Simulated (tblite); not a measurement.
Compound: C₂H₁₄ClPSi₄.
Numbering: `[SiH3:1][CH2:2][CH2:3][Si@@H:4]([Cl:5])[P:6]([SiH3:7])[SiH3:8]` (hydrogens: H9, H10, H11 on Si1; H12, H13 on C2; H14, H15 on C3; H16 on Si4; H17, H18, H19 on Si7; H20, H21, H22 on Si8)

Structure optimised with GFN2-xTB, isolated species.

Task: Give the optimised bond lengths and angles.

Result: 
```json
{"bond": "Si1–C2", "length (pm)": "190.2"}
{"bond": "C2–C3", "length (pm)": "152.7"}
{"bond": "C3–Si4", "length (pm)": "190.3"}
{"bond": "Si4–Cl5", "length (pm)": "201.6"}
{"bond": "Si4–P6", "length (pm)": "222.8"}
{"bond": "P6–Si7, P6–Si8", "length (pm)": "222.6"}
{"bond": "Si1–H9, Si1–H10, Si1–H11", "length (pm)": "146.4"}
{"bond": "C2–H12", "length (pm)": "109.1"}
{"bond": "C2–H13", "length (pm)": "109.1"}
{"bond": "C3–H14", "length (pm)": "109.3"}
{"bond": "C3–H15", "length (pm)": "109.2"}
{"bond": "Si4–H16", "length (pm)": "147.1"}
{"bond": "Si7–H17 and 5 like bonds", "length (pm)": "146.2"}
```

Bonds in one row agree within 1 pm and their mean is given. A selection of angles:
```json
{"angle": "C2–Si1–H9", "degrees": "108.9"}
{"angle": "H9–Si1–H10", "degrees": "109.4"}
{"angle": "Si1–C2–C3", "degrees": "112.5"}
{"angle": "Si1–C2–H12", "degrees": "109.9"}
{"angle": "Si1–C2–H13", "degrees": "109.9"}
{"angle": "C3–C2–H12", "degrees": "109.0"}
{"angle": "C3–C2–H13", "degrees": "109.2"}
{"angle": "H12–C2–H13", "degrees": "106.1"}
{"angle": "C2–C3–Si4", "degrees": "112.5"}
{"angle": "C2–C3–H14", "degrees": "109.5"}
{"angle": "C2–C3–H15", "degrees": "109.7"}
{"angle": "Si4–C3–H14", "degrees": "109.4"}
{"angle": "Si4–C3–H15", "degrees": "109.3"}
{"angle": "H14–C3–H15", "degrees": "106.3"}
{"angle": "C3–Si4–Cl5", "degrees": "109.7"}
{"angle": "C3–Si4–P6", "degrees": "109.6"}
{"angle": "C3–Si4–H16", "degrees": "110.1"}
{"angle": "Cl5–Si4–P6", "degrees": "107.7"}
{"angle": "Cl5–Si4–H16", "degrees": "105.9"}
{"angle": "P6–Si4–H16", "degrees": "113.7"}
{"angle": "Si4–P6–Si7", "degrees": "101.3"}
{"angle": "Si4–P6–Si8", "degrees": "100.4"}
{"angle": "Si7–P6–Si8", "degrees": "102.9"}
{"angle": "P6–Si7–H17", "degrees": "112.2"}
{"angle": "P6–Si7–H18", "degrees": "106.0"}
{"angle": "P6–Si7–H19", "degrees": "107.0"}
{"angle": "H17–Si7–H18", "degrees": "109.9"}
{"angle": "H18–Si7–H19", "degrees": "111.8"}
{"angle": "P6–Si8–H22", "degrees": "112.8"}
```

Dihedral angles: Si1–C2–C3–Si4 180° (antiperiplanar); C2–C3–Si4–Cl5 58° (synclinal); C3–Si4–P6–Si7 173° (antiperiplanar).

Si7 (SiH3 silicon) is tetrahedral (angles from 106.0° to 112.2°). Of the pairs four or more bonds apart, Cl5···H12 is among the closest relative to their van der Waals radii: 3.05 Å, 103 % of the sum of Bondi's values. Si1 (SiH3 silicon) is tetrahedral (angles from 108.9° to 110.0°). P6 (three-coordinate phosphorus) is pyramidal (angles 102.9°, 101.3° and 100.4°, sum 304.6°, 1.00 Å off the plane of its three neighbours). Si4 (chlorine-bound silicon) is distorted tetrahedral (angles from 105.9° to 113.7°). All 3 P–Si bonds measure 2.225 to 2.228 Å.

Point group: C1 (no symmetry element, even within 0.4 Å). Its GFN2-xTB frequencies are all real (lowest 16 cm⁻¹). The numbers are those of one conformer. 3 starts were optimised and ended at 0.00, 0.00 and 0.53 kcal/mol (GFN2-xTB); the lowest of these is shown.

Time: 5.5 s. Hardware: one thread of an Arm Neoverse N1, shared host. These figures are those of the optimisation.

These are computed values.
